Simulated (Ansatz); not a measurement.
(1) Predict a relaxed structure of n-GeGeSiH8 (SiGe₂H₈), charge 0, singlet, at PBE-D4/def2-SVP (Ansatz).

## Answers

(1) 
```xyz
11

Ge    1.763    0.990   -0.003
Ge   -0.239   -0.008   -0.973
Si   -1.601   -0.995    0.730
H     2.626   -0.106    0.680
H     1.367    2.038    1.072
H     2.624    1.693   -1.086
H    -1.045    1.089   -1.726
H     0.172   -1.085   -2.016
H    -2.850   -1.602    0.148
H    -1.994    0.058    1.733
H    -0.823   -2.070    1.441
```
 This is one stationary point.
